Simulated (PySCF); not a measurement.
All numbers come from PySCF, PBE0, basis Au def2-SVP with ECP60, Cl def2-SVP (scalar-relativistic core potentials, no spin–orbit coupling, density fitting).

Each entry is the lowest minimum that a search over a few typed start shapes (and spin states, where more than one is plausible) found, or that minimum re-optimised at the stated level; isomers with ligand–ligand bonds, or fragments after loss of a ligand pair, can lie lower. Open shells are unrestricted.

AuCl₂ is a doublet of D∞h symmetry with Au–Cl 2.235 Å (×2); Cl–Au–Cl 180.0°. Its wavenumbers are 65, 111, 358, 396 cm⁻¹.

(1) What changes when one electron is removed, giving AuCl₂⁺?

## Answers

(1) It costs 10.72 eV between the minima (10.72 eV with zero-point energy). AuCl₂⁺ is a triplet of D∞h symmetry with Au–Cl 2.189 Å (×2); Cl–Au–Cl 180.0°; wavenumbers 78 (×2), 371, 424 cm⁻¹.

Other spin states or occupations of the open shell can lie lower. Spin–orbit coupling, left out here, can matter for elements this heavy.
